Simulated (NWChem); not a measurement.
**Total energies of bifluoride (HF2 (-1))**

```xyz
3

F      0.0000     0.0000     1.1624
H      0.0000     0.0000     0.0000
F      0.0000     0.0000    -1.1624
```
Charge -1, spin multiplicity 1.

Everything below was run with NWChem. The geometry was optimised at PBE/def2-SVP, a minimum by its harmonic frequencies.

Basis set: aug-cc-pVTZ (115 functions).

```
method       total energy (Ha)  relative cost
-----------  -----------------  -------------
RHF                 -199.57606              1
MP2                 -200.15743        under 3
B2PLYP              -200.35132        under 3
PBE                 -200.26481        under 3
B3LYP               -200.45759        under 3
LDA (SVWN5)         -199.18327        under 3
```

Total energies of different functionals aren't comparable as a measure of quality: only differences taken within one method are. Costs are rough ratios of processor time within this set of runs, SCF included, with RHF as 1.

The correlated methods keep 2 core orbitals frozen. B3LYP has NWChem's definition, with VWN1-RPA local correlation. The anion's geometry comes from a basis without diffuse functions.
